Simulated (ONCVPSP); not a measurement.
**Reading a pseudo-wave (Ce (Z = 58))**

Columns: radius, all-electron u(r) and pseudo u(r) of the 4f shell (level -5.15 eV) of cerium in the configuration [Kr] 4d10 4f1 5s2 5p6 5d1 6s2; BLYP, scalar-relativistic, ONCV scheme, ONCVPSP 4.0.1.

| r (bohr) | all-electron | pseudo |
| --- | --- | --- |
| 0.168 | 0.1585 | 0.0154 |
| 0.335 | 0.5683 | 0.1849 |
| 0.503 | 0.8523 | 0.5922 |
| 0.670 | 0.9482 | 0.9883 |
| 0.838 | 0.9271 | 1.1010 |
| 1.005 | 0.8539 | 0.9679 |
| 1.172 | 0.7634 | 0.7947 |
| 1.340 | 0.6715 | 0.6740 |
| 1.508 | 0.5852 | 0.5852 |
| 1.675 | 0.5076 | 0.5076 |
| 1.842 | 0.4389 | 0.4389 |
| 2.010 | 0.3788 | 0.3788 |
| 2.178 | 0.3270 | 0.3270 |
| 2.345 | 0.2828 | 0.2828 |
| 2.512 | 0.2449 | 0.2449 |
| 2.680 | 0.2124 | 0.2124 |
| 2.848 | 0.1845 | 0.1845 |
| 3.015 | 0.1608 | 0.1608 |
| 3.182 | 0.1404 | 0.1404 |
| 3.350 | 0.1227 | 0.1227 |
| 3.518 | 0.1075 | 0.1075 |
| 3.685 | 0.0944 | 0.0944 |
| 3.852 | 0.0830 | 0.0830 |
| 4.020 | 0.0731 | 0.0731 |
| 4.188 | 0.0644 | 0.0644 |
| 4.355 | 0.0569 | 0.0569 |

**Question.** How many radial nodes do the two functions have?

**Answer.** The all-electron 4f function has n − l − 1 = 0; the pseudo-wave has 0.

**Question.** At about which radius was the pseudo-wave matched?

**Answer.** 1.60 bohr, where the columns begin to agree (steps of 0.17 bohr).

**Question.** Is the pseudo-wave norm-conserving?

**Answer.** Yes: the ONCV scheme keeps the norm inside the radius equal to the all-electron one, which fixes the energy derivative of the logarithmic derivative at the level.
